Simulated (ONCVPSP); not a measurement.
## iron ONCV: all-electron and pseudo phase curves

iron, optimised norm-conserving Vanderbilt (ONCV), made with ONCVPSP 4.0.1 (LDA (Perdew-Zunger), scalar-relativistic). Core [Ne], reference 3s2 3p6 3d6 4s1.75 (charge +0.25). Waves: 3s+4s: rc 1.35 bohr, ncon 4, nbas 7, qcut 7.6 1/bohr, 2 projectors; 3p: rc 0.90 bohr, ncon 3, nbas 7, qcut 11.1 1/bohr, 2 projectors, debl 3.5 Ha; 3d: rc 1.10 bohr, ncon 4, nbas 8, qcut 16.5 1/bohr, 2 projectors, debl 3.3 Ha. Local part: polynomial inside 0.80 bohr (lpopt 2, dvloc0 6 Ha). Core correction: Teter function, parameters optimised by the program.

The phase is arctan(r·R′/R) of the radial function R(r), unwrapped; energies in Ha, scanned from -5 to 5 Ha. A pole is an energy at which the radial function vanishes at the test radius. The pseudo phase is shifted by a multiple of π to meet the all-electron one at the reference energy, and phase errors are pseudo minus all-electron; the curves can meet again beyond the range given. Levels narrower than the energy grid can be missing from the lists of poles.

```csv
channel,radius (bohr),reference energy (Ha),"poles, all-electron","poles, pseudo",unbroken range about the reference energy with phases within 0.05 rad,phase error 1 Ha above the reference energy (rad)
s,1.37,-0.26,-2.93,-2.93,the whole range,+0.000
p,0.91,-2.28,2.71,2.71,the whole range,+0.000
d,1.12,-0.36,1.56,1.56,the whole range,+0.000
```

Phases in the d channel:

| E (Ha) | all-electron | pseudo |
| --- | --- | --- |
| -4.96 | 1.136 | 1.136 |
| -4.72 | 1.117 | 1.117 |
| -4.48 | 1.096 | 1.096 |
| -4.24 | 1.071 | 1.071 |
| -4.00 | 1.043 | 1.044 |
| -3.76 | 1.011 | 1.011 |
| -3.52 | 0.973 | 0.973 |
| -3.28 | 0.927 | 0.927 |
| -3.04 | 0.873 | 0.873 |
| -2.80 | 0.805 | 0.805 |
| -2.56 | 0.721 | 0.721 |
| -2.32 | 0.614 | 0.615 |
| -2.08 | 0.478 | 0.478 |
| -1.84 | 0.303 | 0.303 |
| -1.60 | 0.086 | 0.086 |
| -1.36 | -0.165 | -0.165 |
| -1.12 | -0.424 | -0.424 |
| -0.88 | -0.662 | -0.662 |
| -0.64 | -0.860 | -0.860 |
| -0.40 | -1.018 | -1.018 |
| -0.16 | -1.142 | -1.142 |
| 0.08 | -1.240 | -1.240 |
| 0.32 | -1.319 | -1.319 |
| 0.56 | -1.384 | -1.384 |
| 0.80 | -1.439 | -1.439 |
| 1.04 | -1.486 | -1.486 |
| 1.28 | -1.528 | -1.528 |
| 1.52 | -1.565 | -1.565 |
| 1.76 | -1.600 | -1.600 |
| 2.00 | -1.632 | -1.632 |
| 2.24 | -1.663 | -1.663 |
| 2.48 | -1.693 | -1.693 |
| 2.72 | -1.724 | -1.724 |
| 2.96 | -1.754 | -1.754 |
| 3.20 | -1.786 | -1.786 |
| 3.44 | -1.819 | -1.819 |
| 3.68 | -1.855 | -1.855 |
| 3.92 | -1.895 | -1.895 |
| 4.16 | -1.939 | -1.939 |
| 4.40 | -1.988 | -1.988 |
| 4.64 | -2.046 | -2.046 |
| 4.88 | -2.114 | -2.114 |
